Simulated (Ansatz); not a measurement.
A CCSD(T) single point on CH$_{4}$OSiZn.

```yaml
crystal:
  periodic: [false, false, false]
  atoms:
    - {symbol: C, position_ang: [-0.267602, 0.819959, -0.516937]}
    - {symbol: O, position_ang: [-0.298254, 0.244369, 0.841654]}
    - {symbol: Zn, position_ang: [2.336839, 0.643715, 2.224727]}
    - {symbol: Si, position_ang: [-0.374013, -0.967748, -0.299336]}
    - {symbol: H, position_ang: [0.677295, 1.310176, -0.744862]}
    - {symbol: H, position_ang: [-1.141696, 1.429007, -0.735192]}
    - {symbol: H, position_ang: [0.814149, -1.838308, -0.421862]}
    - {symbol: H, position_ang: [-1.654517, -1.698170, -0.403992]}
basis:
  gaussian: {orbitals: def2-TZVPP}
correlation: {method: ccsd_t, frozen_orbitals: {C: 1, H: 0, O: 1, Si: 5, Zn: 9}}
```

```sh
$ ansatz run in.yaml --threads 4 --pin off --events-out ev --progress --plain --max-ram 10444MiB
```

Output of Ansatz, abridged:

```
Functional definition: HF
  name "HF"
  cite "Fock, Z. Phys. 61, 126 (1930) doi:10.1007/BF01340294"
  parent pbe
  exchange = exact_x
  correlation = 0
1390 factors; integrals over basis functions are off by at most 1.3e-3 eV
mean field evaluation 1: about -59367.1640 eV, gradient 3.6e1 eV
mean field evaluation 2: about -59367.4268 eV, gradient 3.6e1 eV
mean field evaluation 4: about -59370.3727 eV, gradient 3.7e0 eV
mean field evaluation 8: about -59370.4276 eV, gradient 2.6e-1 eV
mean field -59370.42794211 eV, -2181.8229841510 hartree, gradient 4.4e-6 eV, S^2 0.000000; 0 other end points of the search recorded, 0 dependent functions left out
16 core orbitals not correlated: weight in the atoms' cores, before any rotation towards them, 1.000 or more for the frozen orbitals, at most 0.000 for the correlated occupied ones
reference -59370.42794211 eV, -2181.8229841510 hartree; 15, 15 occupied and 193, 193 virtual orbitals, 1390 factors
second order -27.79256183 eV of doubles, -0.00000000 eV of singles
cycle   1  -26.36590824 eV  change     1.4e0 eV  update   1.4e-1
cycle   2  -27.23129757 eV  change   -8.7e-1 eV  update   5.1e-2
cycle   3  -27.41036237 eV  change   -1.8e-1 eV  update   2.4e-2
cycle   4  -27.37082455 eV  change    4.0e-2 eV  update   5.8e-3
cycle   5  -27.36763070 eV  change    3.2e-3 eV  update   2.4e-3
cycle   6  -27.36971248 eV  change   -2.1e-3 eV  update   9.3e-4
cycle   7  -27.36917680 eV  change    5.4e-4 eV  update   4.3e-4
cycle   8  -27.36905210 eV  change    1.2e-4 eV  update   1.4e-4
cycle   9  -27.36917491 eV  change   -1.2e-4 eV  update   5.1e-5
cycle  10  -27.36919995 eV  change   -2.5e-5 eV  update   1.9e-5
perturbative correction -0.99644492 eV, -0.0366186754 hartree
Total energy: -59398.79358697 eV, -2182.8654023729 hartree
```

Run time 74 s (4 threads of an Arm Neoverse V1 on a shared host); peak host memory 3.5 GiB.

Correlation energy per correlated electron: -0.946 eV. T1 diagnostic: 0.0158.
